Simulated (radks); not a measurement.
Results of a calculation; reference values are marked as such.
Trend from Rb4+ to Xe4+: ionisation energy by Delta-SCF between NIST ground configurations, and size. Level of theory: Dirac Kohn-Sham, PBE, spin-unpolarised, spherical densities, point nucleus; open shells are shared between the two j in proportion to 2j + 1 (a radial shooting solver on a logarithmic mesh with Libxc functionals).

\begin{tabular}{lrrrr}
species & configuration & IE (eV) & NIST (eV) & kind \\ \hline
Rb4+ & [Ar] 3d10 4s2 4p3 & 67.717 & 68.4 & theory \\
Sr4+ & [Ar] 3d10 4s2 4p4 & 72.142 & 71 & semi-emp. \\
Zr4+ & [Kr] & 80.977 & 80.35 & semi-emp. \\
Nb4+ & [Kr] 4d1 & 50.283 & 50.573 & exp. \\
Mo4+ & [Kr] 4d2 & 53.463 & 54.42 & semi-emp. \\
Tc4+ & [Kr] 4d3 & 56.564 & 57 & theory \\
Ru4+ & [Kr] 4d4 & 59.604 & 59 & theory \\
Rh4+ & [Kr] 4d5 & 62.592 & 63 & theory \\
Pd4+ & [Kr] 4d6 & 65.539 & 61 & theory \\
Ag4+ & [Kr] 4d7 & 68.450 & 65 & theory \\
Cd4+ & [Kr] 4d8 & 71.332 & 68 & theory \\
In4+ & [Kr] 4d9 & 74.188 & 69 & semi-emp. \\
Sn4+ & [Kr] 4d10 & 77.023 & 77.03 & exp. \\
Sb4+ & [Kr] 4d10 5s1 & 55.419 & 55.0 & semi-emp. \\
Te4+ & [Kr] 4d10 5s2 & 59.092 & 59 & exp. \\
I4+ & [Kr] 4d10 5s2 5p1 & 50.081 & 51.52 & exp. \\
Xe4+ & [Kr] 4d10 5s2 5p2 & 53.480 & 54.1 & semi-emp. \\
\end{tabular}

Reference values: NIST Atomic Spectra Database (exp. = measured, semi-emp. = semi-empirical, theory = theoretical value adopted there). Spin polarisation and multiplet splitting are left out, so open shells lie too high by an amount that depends on their filling. Sharing an open shell by 2j + 1 raises it above the true ground level by a part of the spin-orbit splitting, which enters the differences from NIST.

Beside tabulated values, note that spin-unpolarised runs miss the spin-polarisation part of the exchange energy of open shells.
